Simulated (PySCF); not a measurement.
Mapped SMILES: `[N:1]#[C:2][SiH:3]([OH:4])[OH:5]`. Each H is labelled by its parent atom.

One computed conformer, one averaged value for each set of equivalent atoms, non-relativistic Hamiltonian, no solvent model. GIAO PBE0/pcSseg-1 shieldings; PBE0-D3(BJ)/def2-SVP geometry; PySCF.

Scale: ¹³C (184.41 ppm), ¹H (31.27 ppm), ²⁹Si (351.99 ppm) vs TMS; NH3 for ¹⁵N (265.67 ppm); ¹⁷O (334.56 ppm) vs H2O (reference shieldings calculated alike).

```json
{"atoms": "O4/O5", "nucleus": "¹⁷O", "count": "2", "Hirshfeld charge": "-0.30", "δ (ppm)": "59.3"}
{"atoms": "N1", "nucleus": "¹⁵N", "count": "1", "Hirshfeld charge": "-0.19", "δ (ppm)": "?"}
{"atoms": "H(O4)/H(O5)", "nucleus": "¹H", "count": "2", "Hirshfeld charge": "0.19", "δ (ppm)": "2.22"}
{"atoms": "Si3", "nucleus": "²⁹Si", "count": "1", "Hirshfeld charge": "0.52", "δ (ppm)": "?"}
{"atoms": "C2", "nucleus": "¹³C", "count": "1", "Hirshfeld charge": "-0.04", "δ (ppm)": "126.8"}
{"atoms": "H(Si3)", "nucleus": "¹H", "count": "1", "Hirshfeld charge": "-0.06", "δ (ppm)": "4.46"}
```

Problem. Fill in the missing shifts.

Solution. 
- N1: 359.9 ppm, nitrile nitrogen
- Si3: -57.5 ppm, silicon bonded to C, 2 O, H

Exchangeable OH/NH protons stand at their gas-phase positions; hydrogen bonding in a real sample shifts them, mostly to higher δ. Shifts are as computed. Against solution values, carbons near 30 ppm lie about +2 ppm off and those near 130 ppm about +5 ppm. Of 1211 compounds with measured shifts, 218 miss one by over three times the rms of a fit or turn the order of signals round; such compounds aren't used in these exercises. Experimental scales use liquid or dissolved standards, which lie at an offset from isolated NH3 (liquid NH3: subtract about 20 ppm) and H2O (liquid H2O: subtract about 36 ppm). Unscaled 15N shifts of sp2 nitrogen come out 20 to 40 ppm too high even then.
